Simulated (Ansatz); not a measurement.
## Ansatz (development build ahead of 0.2.0) run

```yaml
crystal:
  periodic: [false, false, false]
  atoms:
    - { symbol: Mn, position_ang: [0.0, 0.0, 0.0] }
    - { symbol: F, position_ang: [0.0, 0.0, 3.6064] }
basis:
  gaussian: { orbitals: pcseg-2 }
magnetization:
  spin_polarized: true
  initial_magnetization: 4
hamiltonian:
  xc: pbe
```

The input is written out in the form of the current development build from the run's settings.

Results

- Converged: yes
- Total energy: -1250.46024 hartree
- Spin squared of the determinant: 6.869
- Stability test: minimum

Caution: charge can spread falsely over distant fragments; the unrestricted determinant is a mixture of spin states.
